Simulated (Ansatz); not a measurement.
Born–Oppenheimer molecular dynamics of FGe2H5 (8 atoms, charge 0, multiplicity 1). It starts at the highest image of a converged band, a first-order saddle point between two minima.

Computed with Ansatz, RKS B3LYP/def2-SVP.

* ensemble: NVE (velocity Verlet)
* time step: 0.5 fs
* steps asked: 200
* starting velocities drawn for: 300 K
* seed: 8445

First frame:

```xyz
8
Properties=species:S:1:pos:R:3
Ge -0.345 0.166 0.235
Ge 1.177 -0.047 2.227
H 0.233 -0.542 3.353
H 2.364 -1.026 2.150
H 1.607 1.408 2.476
H 1.403 0.138 0.295
H 0.033 1.179 -0.890
F -0.536 -1.381 -0.605
```

Task: What does the run give?

Result: The run went to its last step.

* steps done: 200
* time covered: 100 fs
* mean temperature over the second half: 968 K
* spread of the potential energy over the second half: 11.3 meV per atom
* mean potential energy of the second half above the start: -64.8 meV per atom

The conserved energy stayed within 0.063 meV per atom of its start (net change -0.023 meV per atom), so the integration is sound. The kinetic energy rose, since the run started high on the potential surface and went downhill. It ends in pieces (FGeH + GeH4), so much of that is their flight and rotation, not heat. A run of 0.1 ps of so small a system gives no equilibrium averages. The orbitals stay closed-shell, which can raise the energy where a bond breaks towards radicals; this wasn't checked here.

Task: What happens to the structure?

Result: Between its relaxed ends the band would form Ge2–H6 and break Ge1–Ge2, Ge1–H6. These pairs go: Ge2–H6 1.95 → 1.58 Å, Ge1–Ge2 2.52 → 3.57 Å, Ge1–H6 1.75 → 2.41 Å. In the last frame they stand as after the step (other bonds may differ from the relaxed reactants and products). It ends as FGeH + GeH4. Pairs count as bonded within 1.25 times the sum of covalent radii (0.12 Å more for H–H). This is one draw of velocities; another would differ in detail.

Task: How do temperature and energy run in time?

Result: 
| time (fs) | T (K) | potential energy less start (eV) | conserved less start (meV/atom) |
| --- | --- | --- | --- |
| 0 | 300 | 0.000 | 0.00 |
| 8 | 104 | 0.152 | 0.03 |
| 16 | 153 | 0.114 | 0.02 |
| 24 | 325 | -0.019 | 0.00 |
| 32 | 537 | -0.184 | -0.02 |
| 40 | 555 | -0.197 | 0.02 |
| 48 | 619 | -0.247 | 0.01 |
| 56 | 805 | -0.391 | 0.02 |
| 64 | 832 | -0.412 | 0.04 |
| 72 | 984 | -0.530 | 0.03 |
| 80 | 1007 | -0.548 | 0.05 |
| 88 | 971 | -0.520 | 0.05 |
| 96 | 1044 | -0.576 | 0.05 |

Run time: 7.5 min on 2 threads of Arm Neoverse V2 (shared host), peak memory 0.24 GiB.
